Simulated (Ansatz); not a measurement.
Isolated molecules relaxed with PBE0-D4/def2-TZVP in Ansatz; ΔE leaves out vibrations. CBS: MP2 limit from def2 TZ/QZ plus the TZ coupled-cluster correction, frozen cores. This one scheme is used for every species. DFT in def2-TZVPP. B3LYP here is the variant with VWN-RPA as its local correlation; programs differ in this. One conformer a species, not always the lowest.

Consider the cleavage of the Si–Si bond: `[AlH2][NH][SiH2][SiH3]` + `N[SiH2]F` → `F[SiH2]N[SiH3]` + `[AlH2][NH][SiH3]`.

`[AlH2][NH][SiH2][SiH3]`:

```xyz
12

Al   -0.126   -0.678    2.551
N     0.164   -0.896    0.805
Si   -0.725   -0.266   -0.541
Si    0.607    1.098   -1.906
H    -1.374    0.185    2.991
H     0.892   -1.365    3.550
H     0.972   -1.450    0.551
H    -1.854    0.528    0.015
H    -1.303   -1.352   -1.388
H    -0.144    1.569   -3.102
H     1.801    0.340   -2.377
H     1.090    2.287   -1.150
```

`N[SiH2]F`:

Cartesian coordinates in Å:
```
N 0.911 -0.454 0.246
Si -0.617 0.206 -0.077
F -0.616 1.406 -1.142
H 1.362 -1.091 -0.389
H 1.575 0.007 0.847
H -1.150 0.781 1.178
H -1.466 -0.854 -0.663
```

`F[SiH2]N[SiH3]`:

```xyz
10

F    -1.233   -1.809   -1.321
Si    0.068   -0.876   -1.264
N     0.431   -0.353    0.318
Si   -0.169    1.046    1.147
H     1.185   -1.703   -1.775
H    -0.228    0.306   -2.101
H     0.986   -0.991    0.873
H    -1.050    0.683    2.288
H    -0.942    1.831    0.153
H     0.950    1.867    1.682
```

`[AlH2][NH][SiH3]`:

```xyz
9

Al    1.608    0.439   -0.629
N     0.373   -0.253    0.454
Si   -1.347   -0.236    0.305
H     1.118    1.189   -1.931
H     3.125    0.257   -0.215
H     0.719   -0.727    1.280
H    -1.918   -1.611    0.232
H    -1.676    0.491   -0.948
H    -2.004    0.451    1.452
```

CCSD(T)/CBS gives -55.1 kJ/mol.

(1) Another level gave -51.4 kJ/mol. Which?
A. B3LYP/def2-TZVPP
B. PBE0-D4/def2-TZVPP
C. SCS-MP2/def2-TZVPP
D. PBE/def2-TZVPP

Largest T1 diagnostic among the species: 0.013.

## Answers

(1) A. B3LYP -51.4, PBE -32.7, PBE0-D4 -39.5, SCS-MP2/def2-TZVPP -65.9 kJ/mol.

From PBE to PBE0 (25 % exact exchange), in def2-TZVPP and without D4, ΔE moves by −7.0 kJ/mol. In def2-TZVPP, CCSD(T) changes the Hartree–Fock value by +15.9 kJ/mol (the triples alone add +2.1 kJ/mol) and MP2 by +8.5 kJ/mol.
